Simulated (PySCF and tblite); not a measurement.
Results of a calculation; reference values are marked as such.
C₂H₂BrN₃, numbered as in [Br:1][c:2]1[n:3][cH:4][n:5][nH:6]1.

GFN2-xTB molecular dynamics (tblite; Langevin, friction 0.005 fs⁻¹, 1.5 fs steps, hydrogen mass 4 u): 400 + 8000 steps at each temperature, started from the lowest conformer, nuclei classical.

GIAO shieldings at PBE0/pcSseg-1 (PySCF) on 7 frames a temperature; like atoms are averaged, and of two unlike H on one atom a is the less shielded at the minimum.

Question: How far do thermal motions move the shieldings from their values at the minimum?

Answer: 
```tsv
signal	σ at minimum (ppm)	Δσ, 250 K	Δσ, 450 K	Δσ, 700 K
Br1	2124.8	-59.1 ± 20.2	-34.6 ± 37.7	-180.1 ± 73.9
C2	38.2	-4.1 ± 1.4	-2.7 ± 2.3	-3.4 ± 2.9
N3	-27.4	-11.2 ± 5.7	-15.5 ± 5.2	-0.4 ± 5.6
C4	30.6	-1.4 ± 1.5	-0.7 ± 2.2	-3.1 ± 2.5
N5	-73.1	-3.6 ± 6.6	-6.7 ± 5.1	-19.0 ± 10.4
N6	35.4	-2.4 ± 3.2	-1.1 ± 4.1	-10.6 ± 4.9
H4	23.72	-0.08 ± 0.16	-0.33 ± 0.25	-0.55 ± 0.25
H6	21.77	-0.30 ± 0.21	-0.01 ± 0.40	-0.45 ± 0.14
```

Errors are standard errors over frames. Zero-point motion is missing, and a reference compound would move too.

Question: What do the single frames at 700 K give for H4?

Answer: 
```
t (fs)  V above the minimum, tight binding (kcal/mol)  E above it, DFT (kcal/mol)  torsions (°)  σ (ppm)
  1456                                           13.0                        14.5          none    23.65
  3171                                           12.9                        13.6          none    24.43
  4886                                            8.2                         9.2          none    23.03
  6600                                           17.1                        20.1          none    22.63
  8314                                            6.2                         6.2          none    22.99
 10029                                           11.7                        13.4          none    22.93
 11744                                           14.5                        15.5          none    22.51
```

Question: How does the lowest singlet excitation (PBE0/def2-SVPD) spread?

Answer: 5.98 eV at the minimum; 5.72 eV with a spread of 0.13 eV at 250 K; 5.75 eV with a spread of 0.24 eV at 450 K; 5.34 eV with a spread of 0.41 eV at 700 K.

Spin–orbit effects of the heavy atoms on shieldings are missing. Changes within two standard errors are not significant.

The study took 9.6 min on 1 thread of Arm Neoverse V2, on a host shared with other jobs (rough), peak memory 0.8 GiB, launched as `OMP_NUM_THREADS=1 python ens_run.py task.json out`.
